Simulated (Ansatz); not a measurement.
A set of 12 reactions (atomization), with CCSD(T)/CBS values in kJ/mol:

```csv
reaction,ΔE
`COC(O)Cl` → 2 C• + Cl• + 5 H• + 2 O•,3715.8
`CCC(N)=O` → 3 C• + 7 H• + N• + O•,4859.6
`O[SiH](O)/C=C\[SiH2]Cl` → 2 C• + Cl• + 7 H• + 2 O• + 2 Si•,5389.8
`CCCO` → 3 C• + 8 H• + O•,4624.3
`NB1O[SiH2]1` → B• + 4 H• + N• + O• + Si•,2978.0
`[CH3][Sn]([OH])([OH])[F]` → C• + F• + 5 H• + 2 O• + Sn•,3616.1
`C1[SiH2][Se]1` → C• + 4 H• + Se• + Si•,2280.1
`O=C=N[Si](Cl)(Cl)Cl` → C• + 3 Cl• + N• + O• + Si•,2981.2
`CN[BH][AlH2]` → Al• + B• + C• + 7 H• + N•,3685.1
`BB(F)BF` → 3 B• + 2 F• + 3 H•,3033.9
`CO[SiH2]O[SiH](O)F` → C• + F• + 7 H• + 3 O• + 2 Si•,5608.7
`[BH2][Ga]([BH2])[F]` → 2 B• + F• + Ga• + 4 H•,2430.3
```

Gas-phase electronic energies from Ansatz, PBE0-D4/def2-TZVP geometries. CCSD(T)/CBS adds triple-zeta CCSD(T) − MP2 to the extrapolated MP2 energy (def2 sets, frozen cores). This one scheme is used for every species, atoms too. Functionals use def2-TZVPP. B3LYP here is the variant with VWN-RPA as its local correlation; programs differ in this. Open shells (•) are unrestricted, without spin–orbit coupling. Spin–orbit coupling would lower the free atoms: a little for Al, B, C, Cl, F, O, Si; clearly for Ga, Se; strongly for Sn. def2 core potentials past Kr. Bonds to Ga, Se, Sn are less sure, by a few kJ/mol each and by 10 to 20 or more in all where they break to atoms, as the def2 sets lack core-valence functions. Scalar relativity is left out up to krypton. Each species was taken in one conformer, which may not be the lowest.

(1) Give the mean, mean absolute and largest difference (level minus CCSD(T)/CBS, kJ/mol) for: PBE-D4, B3LYP-D4, ωB97X-V, B2PLYP, PBE, B3LYP, HF/def2-TZVPP, MP2/def2-TZVPP, SCS-MP2/def2-TZVPP, CCSD/def2-TZVPP, MP2/def2-QZVPP, HF/CBS(def2), MP2/CBS(def2), CCSD/CBS(def2). (Estimate.)

The largest T1 diagnostic in the set is 0.018, for Al• (customary mark 0.045).

CCSD(T)/CBS is a level of theory with its own doubt, and the functionals carry their triple-zeta basis error, so these figures describe this set and don't rank the functionals.

Answers

(1) Ansatz gave: 
| level | mean | mean absolute | largest |
| --- | --- | --- | --- |
| PBE-D4 | 70.8 | 71.1 | 158.8 |
| B3LYP-D4 | -9.2 | 28.2 | -72.4 |
| ωB97X-V | 9.7 | 18.9 | 36.9 |
| B2PLYP | -42.3 | 45.2 | -92.7 |
| PBE | 50.5 | 56.3 | 134.6 |
| B3LYP | -41.9 | 46.4 | -110.4 |
| HF/def2-TZVPP | -1040.3 | 1040.3 | -1516.2 |
| MP2/def2-TZVPP | -21.6 | 38.4 | -69.5 |
| SCS-MP2/def2-TZVPP | -49.5 | 49.5 | -82.0 |
| CCSD/def2-TZVPP | -164.2 | 164.2 | -241.9 |
| MP2/def2-QZVPP | 40.9 | 44.6 | 136.5 |
| HF/CBS(def2) | -1032.6 | 1032.6 | -1496.6 |
| MP2/CBS(def2) | 83.3 | 83.3 | 185.4 |
| CCSD/CBS(def2) | -59.3 | 59.3 | -89.6 |
